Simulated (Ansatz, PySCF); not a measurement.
Spin states of CoO2 (SMILES [O]=[Co]=[O]), each relaxed with B3LYP-D3(BJ)/def2-TZVP.
State 1 (charge 0, multiplicity 4):
| atom | x (Å) | y (Å) | z (Å) |
|---|---|---|---|
| Co | 0.0192 | 0.0204 | -0.0481 |
| O | 1.2741 | 0.2139 | -1.0761 |
| O | -1.3264 | -0.1869 | 1.0538 |
State 2 (charge 0, multiplicity 2):
```xyz
3

Co     0.20528    -0.14850     0.19572
O      1.01780     0.27610    -1.07021
O     -1.25625    -0.08022     0.80417
```

| level | energy of the multiplicity-2 state less that of the multiplicity-4 state (eV) |
|---|---|
| SVWN5/def2-TZVPP | -1.363 |
| PBE/def2-TZVPP | -0.839 |
| PBE-D3(BJ)/def2-TZVPP | -0.841 |
| PBE-D4/def2-TZVPP | -0.842 |
| BLYP/def2-TZVPP | -0.785 |
| BLYP-D3(BJ)/def2-TZVPP | -0.788 |
| BLYP-D4/def2-TZVPP | -0.792 |

The rows run from -1.363 (SVWN5/def2-TZVPP) to -0.785 eV (BLYP/def2-TZVPP). The dispersion term adds -0.002 in PBE-D3(BJ), -0.003 in PBE-D4, -0.004 in BLYP-D3(BJ). The 3 functionals in def2-TZVPP without D3 or D4 span 0.578, from SVWN5 to BLYP.

Singlets are restricted, other states unrestricted; no spin–orbit coupling, no relativity up to Kr; see below for the cores. The largest T1 diagnostic is 0.068.

Doubts at one or more of the structures used: a spin-contaminated determinant (SVWN5/def2-TZVPP, PBE/def2-TZVPP, PBE-D3(BJ)/def2-TZVPP, PBE-D4/def2-TZVPP, BLYP/def2-TZVPP, BLYP-D3(BJ)/def2-TZVPP, BLYP-D4/def2-TZVPP).

Run with Ansatz (Gaussian basis) for Hartree–Fock, density functionals and correlated methods; PySCF for the dispersion terms.

Ansatz is a first-principles code.
